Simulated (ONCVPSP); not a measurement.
**Configuration tests for tantalum (Ta) (ONCV)**

tantalum, optimised norm-conserving Vanderbilt (ONCV), made with ONCVPSP 4.0.1 (Wu-Cohen, scalar-relativistic). Core [Kr] 4d10 4f14 5s2, reference 5p6 5d3 6s1 6p1. Waves: 6s: rc 2.85 bohr, ncon 4, nbas 8, qcut 2.3 1/bohr, 2 projectors, debl 3.3 Ha; 5p+6p: rc 1.95 bohr, ncon 5, nbas 10, qcut 7.2 1/bohr, 2 projectors; 5d: rc 2.20 bohr, ncon 4, nbas 8, qcut 8 1/bohr, 2 projectors, debl 1.6 Ha. Local part: polynomial inside 1.90 bohr (lpopt 5, dvloc0 -1 Ha). Core correction: Teter function, fcfact 4.5, rcfact 1.5.

Energies are relative to the spin-unpolarised reference configuration 5p6 5d3 6s1 6p1; without spin polarisation the order of configurations can differ from experiment.

| valence configuration | charge | ΔE all-electron (eV) | error AE − PS (meV) |
| --- | --- | --- | --- |
| 5p6 5d3 6s1 6p0 | +1 | 4.263 | -3.0 |
| 5p6 5d3 6s0 6p0 | +2 | 19.229 | -13 |
| 5p6 5d2 6s2 6p1 | 0 | -1.208 | -28 |

Question: What are ΔE and the potential's error for 5p6 5d3 6s2 6p0?

Answer: ΔE = -4.258 eV all-electron; the error (AE − PS) is -2.9 meV.

Note: no bound ghost flagged; GHOST(+) flagged for s at 22.5 eV.
